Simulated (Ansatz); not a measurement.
Two isomers of CH8O2Si2: A = `CO[SiH](O)[SiH3]`, B = `OC(O)([SiH3])[SiH3]`.

Calculated with Ansatz (gas phase, PBE0-D4/def2-TZVP geometries, no zero-point term in ΔE). CBS: MP2 limit from def2 TZ/QZ plus the TZ coupled-cluster correction, frozen cores. DFT in def2-TZVPP. B3LYP here is the variant with VWN-RPA as its local correlation; programs differ in this. One conformer a species, not always the lowest.

Q: Which is lower in electronic energy at CCSD(T)/CBS, and by how much? (Best estimate.)

A: Ansatz gave: A, by 297.9 kJ/mol.

Q: Give E(B) − E(A) in kJ/mol with PBE0-D4, LDA (SPW92), PBE-D4, B3LYP, r2SCAN-D4, CCSD(T)/def2-TZVPP, HF/def2-TZVPP. (Estimate.)

A: Ansatz gave: PBE0-D4 289.5, LDA (SPW92) 270.2, PBE-D4 277.4, B3LYP 301.0, r2SCAN-D4 295.0, CCSD(T)/def2-TZVPP 295.6, HF/def2-TZVPP 325.6. None reverses the order clearly.

Q: Does the order hold for the free energy at 298.15 K (harmonic terms from PBE0-D4)? (Estimate.)

A: The calculation gave: Yes: G(B) − G(A) = +287.7 kJ/mol, for one conformer each.

Largest T1 diagnostic: 0.013.

At CCSD(T), def2-SVP lies −38.9 kJ/mol from the extrapolated value and def2-TZVPP −2.3 kJ/mol. From BLYP to BHLYP (50 % exact exchange), in def2-TZVPP and without D4, E(B) − E(A) moves by +20.0 kJ/mol.
